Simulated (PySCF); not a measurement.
C3H7BFN, SMILES C=CB(F)NC. Atoms are numbered in the order given.

```xyz
13

C      0.0428     2.6062     0.0000
C      0.7166     1.4488     0.0000
B     -0.0169     0.0618     0.0000
F     -1.3699     0.0379     0.0000
N      0.6719    -1.1605     0.0000
C      0.0755    -2.4821     0.0000
H     -1.0535     2.6174     0.0000
H      0.5440     3.5812     0.0000
H      1.8147     1.4885     0.0000
H      1.6847    -1.1434     0.0000
H      0.3648    -3.0627    -0.8931
H      0.3648    -3.0627     0.8931
H     -1.0183    -2.3826     0.0000
```

Geometry: ωB97X-D3(BJ)/def2-SVP. This is a generated structure with no PubChem entry under its InChIKey; it may be hypothetical. One conformer was computed; it need not be the lowest.

Two levels are set side by side: PBE/pcSseg-1 (PySCF) and KT2/pcSseg-1 (PySCF). GIAO shifts against BF3 (¹¹B), CFCl3 (¹⁹F), NH3 (¹⁵N), TMS (¹H), TMS (¹³C) at the same level; non-relativistic, no solvent, atoms listed together averaged. Differences are taken from unrounded values.

```csv
quantity,KT2
δ(¹³C) of C1 (ppm),134.4
δ(¹³C) of C2 (ppm),130.4
δ(¹¹B) of B3 (ppm),13.3
δ(¹⁹F) of F4 (ppm),-177.6
δ(¹⁵N) of N5 (ppm),96.0
δ(¹³C) of C6 (ppm),31.6
δ(¹H) of H9 (ppm),5.89
δ(¹H) of H10 (ppm),2.91
```

Task: What does PBE give, and how far is it from KT2? (The exact figures need the calculation; the answer reports its results.)

Result: 
```
quantity               PBE  PBE minus KT2
------------------  ------  -------------
δ(¹³C) of C1 (ppm)   143.1            8.7
δ(¹³C) of C2 (ppm)   140.5           10.1
δ(¹¹B) of B3 (ppm)    14.0            0.7
δ(¹⁹F) of F4 (ppm)  -163.6           13.9
δ(¹⁵N) of N5 (ppm)   104.0            8.0
δ(¹³C) of C6 (ppm)    31.4           -0.2
δ(¹H) of H9 (ppm)     6.17           0.28
δ(¹H) of H10 (ppm)    3.04           0.13
```

Rough cost on one machine, each run with all the roots and properties that it gave: KT2 against PBE within a factor of 2.
